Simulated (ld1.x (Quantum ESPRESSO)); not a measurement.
# Ti (Z = 22): one change to an ultrasoft potential, before and after

ld1.x (Quantum ESPRESSO) 7.5 input, shortened:

```
&input
   title='Ti', zed=22., rel=2, dft='PBE', iswitch=3,
   config='[Ar] 3d1 4s0 4p0 4f-2', rel_dist='average'
 /
 &inputp
   pseudotype=3, tm=.true., lloc=3,
   nlcc=.false.
 /
7
4S  1  0   0.00   0.00  2.05  2.55  0.0
4S  1  0   0.00  -0.90  2.05  2.55  0.0
4P  2  1   0.00   0.00  2.15  2.50  0.0
4P  2  1   0.00   1.15  2.15  2.50  0.0
3D  3  2   1.00   0.00  1.20  1.50  0.0
3D  3  2   0.00  -2.00  1.20  1.50  0.0
4F  4  3  -2.00   0.25  1.85  1.85  0.0
 &test
   configts(1)='3d1 4s0 4p0'
 /
```

Open shells are filled in proportion to 2j + 1 (rel_dist='average').

All-electron outer shells of the reference configuration (PBE, scalar-relativistic, ld1.x):

```csv
shell,level (eV),outermost node (bohr),outermost maximum (bohr)
3p,-70.92,0.37,0.89
3d,-34.69,–,0.92
4s,-26.44,1.20,2.39
4p,-20.90,1.30,2.67
```

Change: all radii scaled by about 1.25 (s 3.18, p 3.12, d 1.88, f 2.32 bohr, rcut 2.56/2.68/1.50/2.32).

Cutoffs: the cutoffs (Ry, on a coarse ladder) from which the occupation-weighted sum of valence levels, in a spherical-Bessel basis at the reference potential, stays within 10 and 1 mRy of its value at 400 Ry; they do not see the model core or the augmentation charge, which bear on the density cutoff. Errors are all-electron minus pseudo energies relative to the spin-unpolarised reference configuration.

**Question.** What does the change do?

**Answer.** The potential gets softer (40 Ry and 60 Ry → 25 Ry and 30 Ry); the bound ghosts move from s to p, s; the number of tests with a reliable result goes from 7 to 0 (the test run of the changed file stopped, so its transferability is not established). A larger radius leaves more room for a smooth pseudo-wave, so fewer plane waves are needed.

| quantity | base | changed |
| --- | --- | --- |
| cutoff, loose | 40 Ry | 25 Ry |
| cutoff, tight | 60 Ry | 30 Ry |
| bound ghosts | s | s, p1/2, p3/2 |
| tests with a reliable result | 7 of 7 | 0 of 7 (the test run stopped) |
| lowest overlap eigenvalue by channel | s 0.26, p1/2 0.26, p3/2 0.27, d3/2 0.88, d5/2 0.88 | s 0.20, p1/2 0.30, p3/2 0.31, d3/2 1.00, d5/2 1.00 |

 A true bound ghost makes a file unfit for plane-wave use even where its test errors are small: the radial tests pick states by their node count and pass the ghost by.
